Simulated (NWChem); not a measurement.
Correlation energy of hydrogen selenide (H2Se)

SMILES: [SeH2]
```xyz
3

Se     0.0000     0.0000    -0.0571
H      1.0502     0.0000     0.9703
H     -1.0502     0.0000     0.9703
```
Charge 0, spin multiplicity 1.

All runs are NWChem calculations. The geometry was optimised at PBE0/def2-SVP, a minimum by its harmonic frequencies.

Basis set: def2-SVP. Each correlation energy counts from its own Hartree-Fock reference.

The Hamiltonian is non-relativistic. The correlated methods keep 9 core orbitals frozen. Coupled-cluster values serve here as a point of comparison, not as the truth.

Q: Order these methods by the correlation energy they give, lowest first: CCSD(T), SCS-MP2, CR-CCSD(T), MP2, CCSD.

A: CCSD(T) (-265.8 mHa), CR-CCSD(T) (-264.9 mHa), CCSD (-260.1 mHa), MP2 (-247.7 mHa), SCS-MP2 (-235.8 mHa)
